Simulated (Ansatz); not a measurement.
# SnH3O2 (SMILES [OH][SnH][OH]): the energy, rung by rung

SnH3O2: 6 atoms, total charge 0, spin state doublet. As SMILES, `[OH][SnH][OH]`. The shape was relaxed beforehand at B3LYP/def2-SVP. This is one conformer, not always the lowest.

```xyz
6

O    -1.3064   -0.6930   -0.2417
Sn    0.4129    0.2846   -0.6493
O     1.4153   -0.0107    1.0594
H    -1.8866   -0.7833   -1.0116
H     0.1449    2.0352   -0.6235
H     1.2618   -0.8967    1.4207
```

Quantity: the dissociation energy of the O3–Sn2 bond into doublet OH and singlet SnH2O (shapes relaxed at B3LYP/def2-SVP, no zero-point term), in eV. The values are calculated.

```tsv
level	kind	program	value (eV)	CPU time (all runs)
USVWN5/def2-TZVP (core potential)	LDA	Ansatz	3.28	3.5 s
UBLYP/def2-TZVP (core potential)	GGA	Ansatz	2.36	7.4 s
UPBE/def2-TZVP (core potential)	GGA	Ansatz	2.62	6.7 s
U-r2SCAN/def2-TZVP (core potential)	meta-GGA	Ansatz	2.59	15 s
UPBE0-D4/def2-TZVP (core potential)	global hybrid	Ansatz	2.48	7.7 s
U-wB97M-V/def2-TZVP (core potential)	range-separated hybrid	Ansatz	2.48	34 s
RPA@PBE/def2-TZVP (core potential)	RPA	Ansatz	2.18	15 s
UMP2/def2-TZVP (core potential)	perturbation theory	Ansatz	2.64	6.2 s
```

Spin-orbit coupling, which can split open shells on such heavy atoms by tenths of an eV, is left out. The values span 2.18 to 3.28 eV. A fragment with an even electron count was run as a singlet and may have a lower triplet. Measured bond enthalpies also hold zero-point and thermal terms, a few tenths of an eV less. In the correlated wave-function rows the outer d shell of Sn is correlated, in sets not made for it. Times are those of the runs behind each value, whatever else they computed, on shared processors of several kinds: orders of magnitude only.
